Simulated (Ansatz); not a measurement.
Stepwise reaction of `[F][Nb](=[S])([Cl])[Cl]` with hydrogen fluoride, as a gas-phase model of exchange steps in deposition or etching. ΔE in kJ/mol; ΔG adds harmonic PBE0-D4 terms to CCSD(T)/CBS, at 1 bar.

Calculated with Ansatz (gas phase, PBE0-D4/def2-TZVP geometries, no zero-point term in ΔE). CCSD(T)/CBS is the MP2 limit (def2-TZVPP, def2-QZVPP) plus CCSD(T) − MP2 in def2-TZVPP, frozen cores. This one scheme is used for every species. DFT in def2-TZVPP. B3LYP here is the variant with VWN-RPA as its local correlation; programs differ in this. def2 core potentials past Kr. For Nb outer-core shells are correlated without core-valence functions, which leaves a few kJ/mol of doubt a bond.

| step | reaction | PBE-D4 | B3LYP-D4 | ωB97M-V | CCSD(T)/CBS | ΔG(500 K) |
| --- | --- | --- | --- | --- | --- | --- |
| 2 | `[F][Nb]([F])(=[S])[Cl]` + H–F → `[F][Nb]([F])([F])=[S]` + HCl | -10.0 | -10.2 | -12.9 | 1.3 | -0.3 |

**Question.** Give the row of step 1, `[F][Nb](=[S])([Cl])[Cl]` + H–F → `[F][Nb]([F])(=[S])[Cl]` + HCl. (An estimate is asked.)

**Answer.** Computed: 
```
step                                                          reaction  PBE-D4  B3LYP-D4  ωB97M-V  CCSD(T)/CBS  ΔG(500 K)
   1  `[F][Nb](=[S])([Cl])[Cl]` + H–F → `[F][Nb]([F])(=[S])[Cl]` + HCl    -8.8      -8.7    -12.0          3.0       -3.2
```

**Question.** By hand: ΔE of the 2 steps together at CCSD(T)/CBS.

**Answer.** (3.0) + (1.3) = 4.3 kJ/mol, or 2.1 kJ/mol a step.

In ΔE the steps differ by no more than 1.7 kJ/mol. ΔG lies between -3.2 and -0.3 kJ/mol a step. PBE-D4 differs from CCSD(T)/CBS by -11.8 to -11.3 kJ/mol a step. Isolated molecules leave out the surface, adducts and barriers. Largest T1 diagnostic: 0.023.
